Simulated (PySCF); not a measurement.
**Radial density of N(2+) (nitrogen, charge +2)**

UHF, [He] 2s2 2p1, 2P determinant. Calculation: PySCF 2.14, in pcseg-2 (4s3p2d1f, 30 functions); no relativity, point nucleus.

| r (bohr) | 4πr²ρ (e/bohr) | 4πr²(ρα − ρβ) |
| --- | --- | --- |
| 0.00449 | 0.04979 | 0.0000 |
| 0.00756 | 0.1355 | 0.0001 |
| 0.0127 | 0.3554 | 0.0002 |
| 0.0214 | 0.8919 | 0.0005 |
| 0.0360 | 2.055 | 0.0013 |
| 0.0605 | 4.137 | 0.0038 |
| 0.102 | 6.609 | 0.0131 |
| 0.171 | 7.249 | 0.0520 |
| 0.288 | 4.392 | 0.1930 |
| 0.484 | 1.898 | 0.5389 |
| 0.814 | 2.570 | 0.8586 |
| 1.37 | 1.825 | 0.5286 |
| 2.30 | 0.2510 | 0.0775 |
| 3.88 | 0.001767 | 0.0004 |
